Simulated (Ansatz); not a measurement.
Gas-phase electronic energies from Ansatz, PBE0-D4/def2-TZVP geometries. CCSD(T)/CBS adds triple-zeta CCSD(T) − MP2 to the extrapolated MP2 energy (def2 sets, frozen cores). DFT in def2-TZVPP. B3LYP here is the variant with VWN-RPA as its local correlation; programs differ in this. def2 core potentials past Kr. For Ga, Sn outer-core shells are correlated without core-valence functions, which leaves a few kJ/mol of doubt a bond. Scalar relativity is left out up to krypton. One conformer a species, not always the lowest.

`C[O][Ga]([OH])[O]C` + `[CH3][Sn]([F])([F])[F]` → `C[CH2][Sn]([F])([F])[F]` + `C[O][Ga]([OH])[OH]`  (formal exchange of groups at a C–O bond)

`C[O][Ga]([OH])[O]C`:

```xyz
13

C     0.388   -2.002    1.335
O    -0.204   -0.854    0.768
Ga    0.616    0.139   -0.443
O     2.247   -0.303   -0.986
O    -0.204    1.561   -1.100
C    -1.498    1.942   -0.685
H     0.470   -1.875    2.419
H     1.388   -2.213    0.940
H    -0.245   -2.874    1.140
H     2.600    0.300   -1.644
H    -2.160    1.990   -1.556
H    -1.459    2.938   -0.231
H    -1.939    1.252    0.042
```

`[CH3][Sn]([F])([F])[F]`:

Cartesian coordinates in Å:
```
C 0.349 0.846 0.797
Sn -0.256 -0.620 -0.583
F 0.879 -0.779 -2.096
F -0.337 -2.377 0.129
F -1.982 -0.331 -1.318
H 1.340 0.586 1.166
H 0.374 1.809 0.290
H -0.368 0.866 1.615
```

`C[CH2][Sn]([F])([F])[F]`:

```xyz
11

C    -1.130    0.665    0.814
C    -0.662   -0.530   -0.002
Sn    1.326   -0.302   -0.707
F     1.570    1.212   -1.832
F     2.015   -1.754   -1.721
F     2.602   -0.051    0.681
H    -2.155    0.500    1.155
H    -1.121    1.586    0.228
H    -0.510    0.823    1.698
H    -1.272   -0.692   -0.892
H    -0.663   -1.456    0.577
```

`C[O][Ga]([OH])[OH]`:

```xyz
10

C     0.029   -1.542    0.937
O     0.070   -0.964   -0.350
Ga   -0.007    0.783   -0.608
O    -0.143    1.861    0.795
O     0.050    1.448   -2.252
H    -0.826   -2.223    1.004
H     0.941   -2.123    1.107
H    -0.059   -0.803    1.741
H    -0.179    2.790    0.555
H     0.124    0.772   -2.929
```

```json
{"level": "PBE-D4", "ΔE (kJ/mol)": "-53.1", "difference from CCSD(T)/CBS": "2.0"}
{"level": "r2SCAN-D4", "ΔE (kJ/mol)": "-51.3", "difference from CCSD(T)/CBS": "3.8"}
{"level": "PBE0-D4", "ΔE (kJ/mol)": "-53.2", "difference from CCSD(T)/CBS": "1.9"}
{"level": "B3LYP-D4", "ΔE (kJ/mol)": "-48.2", "difference from CCSD(T)/CBS": "6.9"}
{"level": "ωB97X-V", "ΔE (kJ/mol)": "-48.7", "difference from CCSD(T)/CBS": "6.4"}
{"level": "ωB97M-V", "ΔE (kJ/mol)": "-51.5", "difference from CCSD(T)/CBS": "3.6"}
{"level": "B2PLYP", "ΔE (kJ/mol)": "-50.1", "difference from CCSD(T)/CBS": "5.0"}
{"level": "PBE", "ΔE (kJ/mol)": "-52.6", "difference from CCSD(T)/CBS": "2.5"}
{"level": "r2SCAN", "ΔE (kJ/mol)": "-51.3", "difference from CCSD(T)/CBS": "3.8"}
{"level": "PBE0", "ΔE (kJ/mol)": "-52.7", "difference from CCSD(T)/CBS": "2.4"}
{"level": "B3LYP", "ΔE (kJ/mol)": "-47.2", "difference from CCSD(T)/CBS": "7.9"}
{"level": "HF/def2-TZVPP", "ΔE (kJ/mol)": "-40.6", "difference from CCSD(T)/CBS": "14.5"}
{"level": "MP2/def2-TZVPP", "ΔE (kJ/mol)": "-57.8", "difference from CCSD(T)/CBS": "-2.7"}
{"level": "SCS-MP2/def2-TZVPP", "ΔE (kJ/mol)": "-52.8", "difference from CCSD(T)/CBS": "2.3"}
{"level": "CCSD/def2-TZVPP", "ΔE (kJ/mol)": "-51.2", "difference from CCSD(T)/CBS": "3.9"}
{"level": "CCSD(T)/def2-TZVPP", "ΔE (kJ/mol)": "-52.0", "difference from CCSD(T)/CBS": "3.1"}
{"level": "HF/def2-QZVPP", "ΔE (kJ/mol)": "-40.3", "difference from CCSD(T)/CBS": "14.8"}
{"level": "MP2/def2-QZVPP", "ΔE (kJ/mol)": "-59.5", "difference from CCSD(T)/CBS": "-4.4"}
{"level": "SCS-MP2/def2-QZVPP", "ΔE (kJ/mol)": "-54.6", "difference from CCSD(T)/CBS": "0.5"}
{"level": "HF/CBS(def2)", "ΔE (kJ/mol)": "-40.3", "difference from CCSD(T)/CBS": "14.8"}
{"level": "MP2/CBS(def2)", "ΔE (kJ/mol)": "-60.9", "difference from CCSD(T)/CBS": "-5.8"}
{"level": "CCSD/CBS(def2)", "ΔE (kJ/mol)": "-54.3", "difference from CCSD(T)/CBS": "0.8"}
{"level": "CCSD(T)/CBS", "ΔE (kJ/mol)": "-55.1", "difference from CCSD(T)/CBS": "0"}
```

Largest T1 diagnostic among the species: 0.014.

In def2-TZVPP, CCSD(T) changes the Hartree–Fock value by −11.5 kJ/mol (the triples alone add −0.8 kJ/mol) and MP2 by −17.2 kJ/mol.

CCSD(T)/CBS has its own doubt, a few kJ/mol and more with outer-core shells, so smaller differences from it don't rank the levels.
